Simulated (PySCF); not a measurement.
From one molecule to another.

First species: C6H13O (charge +1).
Z-matrix (Å and degrees, PBE0-D3(BJ)/def2-SVP geometry), rows numbered from 1:
```
C 
O   1  1.4168
C   2  1.3685  1  116.30
C   3  1.6042  2  113.45  1   -82.99
C   4  1.4486  3  105.90  2   -64.41
C   5  1.4468  4  118.36  3    77.96
C   5  1.4613  4  120.48  3   -94.91
H   1  1.1017  2  110.65  3   -57.59
H   1  1.1049  2  111.88  3    64.35
H   1  1.0964  2  107.00  3  -176.39
H   3  1.0997  2  108.63  1   155.37
H   3  1.1043  2  112.79  1    34.79
H   4  1.0985  3  106.59  2   175.01
H   4  1.0994  3  106.96  2    56.38
H   6  1.0957  5  115.69  4   178.61
H   6  1.1279  5  100.44  4   -62.65
H   6  1.1010  5  113.17  4    46.35
H   7  1.0980  5  114.01  4    15.66
H   7  1.1133  5  104.37  4  -100.53
H   7  1.1000  5  112.92  4   145.61
```

Second species: C4H8S.
InChI=1S/C4H8S/c1-3-4(2)5/h3H2,1-2H3

Levels: CAM-B3LYP/def2-SVPD for HOMO energy, LUMO energy, HOMO–LUMO gap, static isotropic polarisability and electronic spatial extent ⟨r²⟩ about the centre of nuclear charge; TDDFT CAM-B3LYP/def2-SVPD for lowest singlet excitation; PBE0-D3(BJ)/def2-SVP for rotational constant A and rotational constant C. Geometries: PBE0-D3(BJ)/def2-SVP. All species are isolated and taken at one optimised geometry, non-relativistic unless stated; the electronic structure was computed with PySCF and density fitting.

The conformers computed, where there is a choice (atom-mapped SMILES and torsion angles):
- `[CH3:1][O:2][CH2:3][CH2:4][C+:5]([CH3:6])[CH3:7]`: C1–O2–C3–C4 -83°, O2–C3–C4–C5 -64°, C3–C4–C5–C6 78°
- `[CH3:1][CH2:2][C:3]([CH3:4])=[S:5]`: C1–C2–C3–C4 67°

**Question.** Which of the two has the higher HOMO energy, and by how much?

**Answer.** The second: -7.63 eV against -13.72 eV, a difference of 6.09 eV.

**Question.** Which of the two has the higher rotational constant C, and by how much?

**Answer.** The second: 2.091 GHz against 1.393 GHz, a difference of 0.698 GHz.

**Question.** Which of the two has the higher static isotropic polarisability, and by how much?

**Answer.** The first: 77.1 au against 72.1 au, a difference of 5.0 au.

**Question.** Which of the two has the higher S1 energy, and by how much?

**Answer.** The first: 4.31 eV against 2.55 eV, a difference of 1.76 eV.

**Question.** Which of the two has the higher rotational constant A, and by how much?

**Answer.** The second: 6.003 GHz against 4.738 GHz, a difference of 1.265 GHz.

**Question.** Which of the two has the higher LUMO energy, and by how much?

**Answer.** The second: -0.84 eV against -6.61 eV, a difference of 5.77 eV.

**Question.** Which has the higher HOMO–LUMO gap?

**Answer.** The first: 7.11 eV against 6.79 eV, a difference of 0.32 eV.

**Question.** Which has the higher ⟨r²⟩?

**Answer.** The first: 936 bohr² against 634 bohr², a difference of 302 bohr².

On the first: No computed singlet falls in the visible range (750 to 380 nm, 1.65 to 3.26 eV); S1 lies 1.05 eV above its blue end. The polarisability is 11.43 Å³ as a volume (1 au = 0.148185 Å³), or 1.38 au for each of the 56 electrons.

On the second: The 10 singlets span 2.55 to 7.76 eV, and their oscillator strengths add up to 0.43. 1 of the 10 computed singlets lies in the visible range (750 to 380 nm, 1.65 to 3.26 eV), with an oscillator strength of 0.000.
